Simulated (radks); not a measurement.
Ionisation of the samarium ion Sm2+, [Xe] 4f6, to [Xe] 4f5 as the strength of local exchange is varied. Method: Dirac Kohn-Sham, Slater X-alpha exchange (alpha = 2/3 is LDA exchange), no correlation, spin-unpolarised, spherical densities, finite nucleus; open shells fill j = l - 1/2 first; Fermi nuclear charge, rms radius 5.0819 fm; computed with a radial shooting solver on a logarithmic mesh with Libxc functionals.

| alpha | E(Sm2+) (hartree) | exchange (hartree) | IE (eV) | -e of the level emptied (eV) | <r> of it (bohr) |
|---|---|---|---|---|---|
| 0.588 | -10393.7313 | -195.8713 | 20.570 | 12.848 (4f5/2) | 1.025 |
| 0.667 | -10420.0823 | -222.7766 | 22.558 | 14.521 (4f5/2) | 0.9949 |
| 0.82 | -10471.3140 | -275.2698 | 26.688 | 18.103 (4f5/2) | 0.9469 |
| 0.895 | -10496.5221 | -301.1865 | 28.836 | 20.006 (4f5/2) | 0.9268 |
| 0.988 | -10527.8661 | -333.4913 | 31.606 | 22.489 (4f5/2) | 0.9042 |
| 1.042 | -10546.1093 | -352.3342 | 33.267 | 23.990 (4f5/2) | 0.8921 |

NIST Atomic Spectra Database: 23.6 +/- 0.08 eV (semi-empirical). The Delta-SCF value meets it near alpha = 0.70. Spin polarisation and multiplet splitting are left out, so open shells lie too high by an amount that depends on their filling.

Beside tabulated values, note that spin-unpolarised runs miss the spin-polarisation part of the exchange energy of open shells.
